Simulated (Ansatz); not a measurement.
`[CH3][Ge@H]1[O][C@@H]1F` + H₂ → `F[CH]1[O][GeH2]1` + CH₄ at 700 K and 1 bar (hydrogenolysis of a Ge–C bond).

Isolated molecules relaxed with PBE0-D4/def2-TZVP in Ansatz; ΔE leaves out vibrations. CCSD(T)/CBS is the MP2 limit (def2-TZVPP, def2-QZVPP) plus CCSD(T) − MP2 in def2-TZVPP, frozen cores. This one scheme is used for every species. For Ge outer-core shells are correlated without core-valence functions, which leaves a few kJ/mol of doubt a bond. Scalar relativity is left out up to krypton.

```
                  species  CCSD(T)/CBS energy (Eh)  H − E (kJ/mol)  S (J/(mol·K))
`[CH3][Ge@H]1[O][C@@H]1F`              -2330.15354           250.3          455.9
                       H₂                 -1.17544            46.8          155.3
       `F[CH]1[O][GeH2]1`              -2290.87682           154.4          382.6
                      CH₄                -40.46206           145.9          224.0
```

H − E and S are ideal-gas, rigid-rotor, harmonic terms from PBE0-D4/def2-TZVP, for one conformer and one mirror image of each species. The MP2-based limit puts H₂ 0.8 mEh under its directly extrapolated value; such offsets cancel only in part. 1 Eh = 2625.50 kJ/mol, R = 8.31446 J/(mol·K).

**Question.** By hand: ΔE, ΔH, ΔS and ΔG.

**Answer.** ΔE = (-2290.87682) + (-40.46206) − (-2330.15354) − (-1.17544) = -0.00990 Eh = -26.0 kJ/mol. Δ(H − E) = 154.4 + 145.9 − 250.3 − 46.8 = 3.2, so ΔH = -22.8 kJ/mol. ΔS = 382.6 + 224.0 − 455.9 − 155.3 = -4.6 J/(mol·K). ΔG = -22.8 − 700 × (-4.6)/1000 = -19.6 kJ/mol.

**Question.** By hand: the equilibrium constant, and the temperature at which ΔG would vanish if ΔH and ΔS stayed fixed.

**Answer.** log₁₀ K = −ΔG/(RT ln 10) = 1.5. ΔG = 0 at ΔH/ΔS = 4957 K, far beyond where these terms or the molecules hold.

The number of gas molecules stays the same, so ΔS is small and ΔH decides. A doubt of 5 kJ/mol in ΔE shifts log₁₀ K by 0.4 here. Other conformers and mirror images would add mixing entropy, several J/(mol·K) or more a flexible species. These are equilibria of isolated gas molecules and say nothing of rates. Largest T1 diagnostic: 0.015 (customary marks: 0.02 for closed shells, 0.045 for open ones).
